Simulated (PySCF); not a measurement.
**Does the structure fit the spectrum?**

A compound C9H13N gives the data below (simulated from a calculation) and was assigned the structure `Cc1ccccc1N(C)C`.

$^{13}$C{$^{1}$H} NMR (computed): δ 150.9 (C), 135.1 (CH, 2C), 120.3 (CH), 114.4 (CH, 2C), 49.6 (CH2), 40.3 (CH3), 10.8 (CH3).

$^{1}$H NMR (600 MHz, computed): δ 7.51 (m, 2H), 6.90 (t, 1H), 6.68 (d, 2H), 3.53 (q, 2H), 3.05 (s, 3H), 1.06 (t, 3H).

Computational details: geometry: GFN2-xTB, shielding tensors at PBE0/pcSseg-1 (GIAO), in PySCF 2.14 (one computed conformer, equivalent nuclei averaged, non-relativistic, no solvent model).

δ = σ(ref) − σ, references computed at the same level: TMS for $^{1}$H (σref 31.72), $^{13}$C (σref 186.93).

**Question.** Compare with the shifts computed for the proposed structure, pairing carbons in order of shift.

**Answer.** Structure with atom numbers: `[CH3:1][c:2]1[cH:3][cH:4][cH:5][cH:6][c:7]1[N:8]([CH3:9])[CH3:10]`. Each H is labelled by its parent atom.

| atom | computed for proposal | given list | difference |
| --- | --- | --- | --- |
| C7 | 158.1 | 150.9 | +7.2 |
| C2 | 138.2 | 135.1 | +3.1 |
| C3 | 136.4 | 135.1 | +1.3 |
| C5 | 131.5 | 120.3 | +11.2 |
| C4 | 127.9 | 114.4 | +13.5 |
| C6 | 123.5 | 114.4 | +9.1 |
| C9 | 45.5 | 49.6 | -4.1 |
| C10 | 45.5 | 40.3 | +5.2 |
| C1 | 19.6 | 10.8 | +8.8 |

The rms difference is 8.0 ppm and the largest +13.5 ppm at C4 (aromatic CH). The proposal also would give 8 carbon signals, not 7. The carbon types in order of shift don't match either: C, C, CH, CH, CH, CH, CH3, CH3, CH3 for the proposal against C, CH, CH, CH, CH, CH, CH2, CH3, CH3 in the data. The proposal doesn't fit.

**Question.** Which isomer fits?

**Answer.** `C(C)N(C)c1ccccc1`.

- Carbon types of the structure: 1 × C, 5 × CH, 1 × CH2, 2 × CH3, which accounts for all hydrogens.
- δC 150.9: aromatic carbon bearing nitrogen; the electronegative substituent deshields the carbon that carries it.
- δC 135.1, 120.3, 114.4: aromatic CH.
- δC 10.8: methyl carbon; aliphatic region, no heteroatom directly attached.
- δH 3.53: hydrogen on an sp3 CH2 bonded to N; its carbon carries N, hence the downfield position.

Other isomers checked: CC(C)c1ccc(N)cc1 (rms 9.3 ppm); CC(C)c1ccccc1N (rms 10.1 ppm).

The data come from this structure; uniqueness wasn't tested.

Shifts are as computed. Against solution values, carbons near 30 ppm lie about +3 ppm off and those near 130 ppm about +5 ppm. Of 1211 compounds with measured shifts, 218 miss one by over three times the rms of a fit or turn the order of signals round; such compounds aren't used in these exercises. No couplings were computed; multiplicities are counted from neighbouring protons, with m where these are inequivalent, close in shift, in a saturated or five-membered ring or joined by F or P, and br s for small geminal =CH2 splittings.
